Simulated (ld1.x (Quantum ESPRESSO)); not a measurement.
**Before and after: TM semilocal potential for cerium**

ld1.x (Quantum ESPRESSO) 7.5 input, shortened:

```
&input
   title='Ce', zed=58., rel=1, dft='WC', iswitch=3,
   config='[Xe] 4f1 5d1 6s1 6p0'
 /
 &inputp
   pseudotype=1, tm=.true., lloc=2,
   nlcc=.true., new_core_ps=.true.
 /
4
6S  1  0   1.00   0.00  3.70  3.70  0.0
5P  2  1   6.00   0.00  1.75  1.75  0.0
4F  4  3   1.00   0.00  1.25  1.25  0.0
5D  3  2   1.00   0.00  2.25  2.25  0.0
 &test
   configts(1)='4f1 5p6 5d1 6s1 6p0'
 /
```

Change: wave 5p (bound): rc 1.75 bohr becomes 5p (bound): rc 1.36 bohr.

Cutoffs: the cutoffs (Ry, on a coarse ladder) from which the occupation-weighted sum of valence levels, in a spherical-Bessel basis at the reference potential, stays within 10 and 1 mRy of its value at 400 Ry; they do not see the model core or the augmentation charge, which bear on the density cutoff. Errors are all-electron minus pseudo energies relative to the spin-unpolarised reference configuration.

**Question.** How do hardness, ghosts and transferability respond?

**Answer.** The potential gets neither clearly harder nor softer (180 Ry and 230 Ry → 180 Ry and 230 Ry); the f channel sets the loose cutoff, while the largest relative change is in p, which becomes harder; of the 7 tests that both files solve, the error grows in 0 and shrinks in 1 by more than 15 % and 0.3 meV (median size 8.6 → 8.1 meV); the range in which the p phases agree narrows (upper end 2.3 → -0.3); neither file shows a bound ghost at the reference potential, the only one tested. A semilocal file is local in each channel, so a ghost entry of none says nothing of the separable form that plane-wave codes build from it.

```tsv
quantity	base	changed
cutoff, loose	180 Ry	180 Ry
cutoff, tight	230 Ry	230 Ry
loose cutoff by channel (10 mRy a level)	s 6 Ry, p 25 Ry, f 180 Ry, d 10 Ry	s 6 Ry, p 55 Ry, f 180 Ry, d 10 Ry
bound ghosts	none	none
error for 4f1 5p6 5d1 6s2 6p0, meV [ΔE -6.10 eV]	+1.9	+1.9
error for 4f1 5p6 5d1 6s0 6p0, meV [ΔE 10.98 eV]	-7.6	-7.6
error for 4f1 5p6 5d0 6s0 6p0, meV [ΔE 30.11 eV]	+8.6	+8.1
error for 4f2 5p6 5d1 6s0 6p0, meV [ΔE -0.07 eV]	-559	-506
error for 4f1 5p5 5d1 6s2 6p0, meV [ΔE 21.76 eV]	-154	-152
error for 4f0 5p6 5d0 6s0 6p0, meV [ΔE 67.95 eV]	-354	-171
error for 4f1 5p6 5d2 6s1 6p0, meV [ΔE -5.19 eV]	-3.4	-3.6
s: phases at 3.99 bohr within 0.05 rad from the reference energy up to (Ry; the scan ends near 5)	0.8	0.8
p: phases at 3.99 bohr within 0.05 rad from the reference energy up to (Ry; the scan ends near 5)	2.3	-0.3
d: phases at 3.99 bohr within 0.05 rad from the reference energy up to (Ry; the scan ends near 5)	3.7	3.7
f: phases at 3.99 bohr within 0.05 rad from the reference energy up to (Ry; the scan ends near 5)	2.4	2.4
```

Base: These tests converged, but a pseudo level misses the all-electron one widely, so the file describes the atom poorly there or has found another state: 4f1 5p6 5d1 6s0 6p0: empty 6p by 7.0 eV; 4f1 5p6 5d0 6s0 6p0: empty 6p by 11.2 eV; 4f1 5p5 5d1 6s2 6p0: empty 6p by 4.4 eV. Changed file: These tests converged, but a pseudo level misses the all-electron one widely, so the file describes the atom poorly there or has found another state: 4f1 5p6 5d1 6s0 6p0: empty 6p by 7.0 eV; 4f1 5p6 5d0 6s0 6p0: empty 6p by 11.2 eV; 4f1 5p5 5d1 6s2 6p0: empty 6p by 4.4 eV.
